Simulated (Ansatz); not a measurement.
System: N-dichloroboranylpropan-2-amine, C₃H₈BCl₂N, net charge 0, singlet state. 
Structure (B3LYP-D3(BJ)/def2-TZVP (Ansatz, a program for electronic structure) minimum search):
```
C
H 1 1.0924
N 1 1.4766 2 104.97
H 3 1.0079 1 113.49 2 0.00
B 3 1.3844 4 115.15 1 -180.00
C 1 1.5274 2 107.60 3 119.32
H 6 1.0893 1 111.10 2 178.92
H 6 1.0906 7 108.37 1 -121.84
H 6 1.0914 7 108.19 8 -117.33
C 1 1.5274 2 107.60 3 -119.32
H 10 1.0893 1 111.10 2 -178.92
H 10 1.0906 11 108.37 1 121.84
H 10 1.0914 11 108.19 12 117.33
Cl 5 1.7731 3 123.60 4 -180.00
Cl 5 1.7807 3 118.73 4 0.00
```

Basis-set convergence of Hartree-Fock and CCSD(T) correlation energies (hartree) with Ansatz. Correlated levels leave the core frozen unless marked. Spin-orbit coupling is left out. Non-relativistic.

```tsv
basis	functions	E(HF)	E(corr, CCSD(T))
cc-pV(D+d)Z	156	-1116.56069	-1.06639
cc-pV(T+d)Z	340	-1116.64331	-1.33743
cc-pV(Q+d)Z	643	-1116.66306	-1.42401
```

Extrapolating the two largest sets (X = 3 and 4) as X^-3: E(corr) = (64·(-1.42401) - 27·(-1.33743))/37 = -1.4872 Eh, an estimate of the basis-set limit. The largest set recovers 95.8 % of it, the smallest 71.7 %.
